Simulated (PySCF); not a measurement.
Potential energy of KGa⁺ along the bond

Set-up: PySCF, spin-free X2C with a Gaussian nucleus, basis sets K x2c-SVPall, Ga x2c-SVPall. Energies in eV from K⁺ + Ga in their ground configurations at the same level. State: ²Σ⁺ (doublet), unpaired electrons σ ↑.

All columns are M06-2X. A positive dipole points towards Ga; it is taken about the centre of mass and depends on that origin.

```tsv
R (Å)	E (eV)	μ (D)	Mulliken charge on K (basis-dependent)	HOMO (eV)	LUMO (eV)	Mayer bond order	⟨S²⟩
3.408	-0.479	-7.80	0.78	-9.02	-5.72	0.36	0.75
3.567	-0.530	-8.08	0.77	-8.92	-5.78	0.38	0.75
3.725	-0.554	-8.40	0.76	-8.80	-5.84	0.39	0.75
3.844	-0.559	-8.66	0.76	-8.71	-5.90	0.38	0.75
3.963	-0.556	-8.94	0.77	-8.62	-5.95	0.38	0.75
4.082	-0.546	-9.23	0.77	-8.52	-6.02	0.37	0.75
4.240	-0.525	-9.65	0.78	-8.39	-6.11	0.36	0.75
4.439	-0.491	-10.22	0.80	-8.23	-6.23	0.34	0.75
4.676	-0.444	-10.96	0.82	-8.04	-6.38	0.31	0.75
4.993	-0.381	-12.03	0.84	-7.80	-6.54	0.28	0.75
```

A fit through these points gives, at Re = 3.849 Å, μ = -8.67 D and dμ/dR = -2.26 D/Å; the reduced mass is 24.89 u.

Question: How strong is the fundamental in the double-harmonic approximation, I = 42.26·(dμ/dR)²/μred km/mol?

Answer: I = 42.26·(-2.26)²/24.89 = 8.67 km/mol at M06-2X.

Spin–orbit coupling is left out. For an ion De counts to the pair picked by the measured ionisation energies or electron affinities, which need not be the lowest pair at this level. The state was picked by a PBE0 search and need not be the measured ground state.
